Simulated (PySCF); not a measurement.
CH3Cl2NSi2, SMILES Cl[Si]1(Cl)C=N[SiH2]1.

Geometry optimised at ωB97X-D3(BJ)/def2-SVP. The structure was generated by enumeration, and PubChem lists no compound with its InChIKey, so it may never have been made.

Computed with r2SCAN/def2-TZVP (PySCF).

Symmetry labels are those of the subgroup Cs that the program uses (full group Cs).

Computed valence orbital energies around the gap with their symmetry:
```tsv
orbital	symmetry	energy (eV)
HOMO−7	A"	-9.97
HOMO−6	A'	-9.49
HOMO−5	A'	-9.10
HOMO−4	A"	-8.86
HOMO−3	A"	-8.55
HOMO−2	A"	-8.32
HOMO−1	A'	-7.24
HOMO	A'	-6.25
LUMO	A"	-2.69
LUMO+1	A'	-1.12
LUMO+2	A"	-0.91
LUMO+3	A'	-0.83
```
